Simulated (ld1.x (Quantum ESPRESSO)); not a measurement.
## Which change was made? (Au, TM)

* Element: Au
* Generator: ld1.x (Quantum ESPRESSO) 7.5
* Type: norm-conserving Troullier–Martins (Kleinman–Bylander form)
* Functional: PBE
* Relativity: scalar-relativistic
* Frozen core: [Kr] 4d10 4f14 5s2
* Valence charge: 17
* Reference configuration: 5p6 5d10 6s1 6p0
* Partial waves: 6s (bound): rc 1.70 bohr; 5p (bound): rc 1.60 bohr; 5d (bound): rc 2.40 bohr
* Local potential: all-electron potential smoothed inside 1.65 bohr (lloc = -1)
* Core correction: none

Cutoffs, loose and tight: the cutoffs (Ry, on a coarse ladder) from which the occupation-weighted sum of valence levels, in a spherical-Bessel basis at the reference potential, stays within 10 and 1 mRy of its value at 400 Ry. They do not see the model core or the augmentation charge, which bear on the density cutoff. Test errors are all-electron minus pseudo excitation energies from the reference, over the configurations 5p6 5d10 6s0 6p0; 5p6 5d9 6s0 6p0; 5p6 5d8 6s0 6p0; 5p6 5d10 6s0 6p1; 5p6 5d7 6s0 6p0; 5p5 5d10 6s1 6p0; 5p6 5d10 6s0.5 6p0; variants that change the core or the reference have their own tests. The largest error is taken over the tests solved by every variant that gives reliable tests at all, those not shown here included: 5p6 5d10 6s0 6p0; 5p6 5d7 6s0 6p0; 5p6 5d8 6s0 6p0; 5p6 5d9 6s0 6p0.

The base gives: outcome: generated; cutoff, loose: 55 Ry; cutoff, tight: 90 Ry; bound ghosts: p, s; largest test error (meV): -46.

(1) After one change the result is: outcome: generated; cutoff, loose: 90 Ry; cutoff, tight: 140 Ry; bound ghosts: s; largest test error (meV): +14. Which change was it?
A. all radii scaled by about 0.79 (s 1.34, p 1.26, d 1.88 bohr); local potential all-electron potential smoothed inside 1.30 bohr (lloc = -1)
B. all radii scaled by about 1.26 (s 2.14, p 2.00, d 3.02 bohr); local potential all-electron potential smoothed inside 2.06 bohr (lloc = -1)
C. all radii scaled by about 0.89 (s 1.50, p 1.42, d 2.14 bohr); local potential all-electron potential smoothed inside 1.46 bohr (lloc = -1)

## Answers

(1) C. The others give: all radii scaled by about 0.79 (s 1.34, p 1.26, d 1.88 bohr); local potential all-electron potential smoothed inside 1.30 bohr (lloc = -1) → outcome: generated; cutoff, loose: 230 Ry; cutoff, tight: over 300 Ry; bound ghosts: s; largest test error (meV): +206 | all radii scaled by about 1.26 (s 2.14, p 2.00, d 3.02 bohr); local potential all-electron potential smoothed inside 2.06 bohr (lloc = -1) → outcome: generated; cutoff, loose: 35 Ry; cutoff, tight: 60 Ry; bound ghosts: s; largest test error (meV): +377.
